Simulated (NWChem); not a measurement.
Species: BeH2SeS; SMILES [SH][Be][SeH]

All runs: NWChem. Pople sets run with spherical d functions. This build's default masses of Se (78.918 u) and Br (79.917 u) are each other's, which moves their modes by up to 0.6 %. Each level has its own optimisation; frequencies are unscaled. One conformer.

| level | r Be–S (Å) | r Be–Se (Å) | r H–S (Å) | r H–Se (Å) | highest harmonic frequency (cm⁻¹) | lowest (cm⁻¹) | zero-point energy (kcal/mol) | dipole (D) |
|---|---|---|---|---|---|---|---|---|
| B3LYP/6-31G* | 1.903 | 2.039 | 1.354 | 1.484 | 2660 | 185 | 11.6 | 1.12 |
| Hartree-Fock/6-31G* | 1.910 | 2.048 | 1.332 | 1.462 | 2871 | 189 | 12.4 | 1.18 |
| Hartree-Fock/STO-3G | 1.827 | 1.969 | 1.332 | 1.441 | 3242 | 221 | 14.4 | 1.61 |
| PBE/def2-SVP | 1.912 | 2.038 | 1.366 | 1.488 | 2601 | 181 | 11.4 | 1.12 |
| PBE0/def2-SVP | 1.905 | 2.031 | 1.354 | 1.473 | 2698 | 186 | 11.8 | 1.18 |
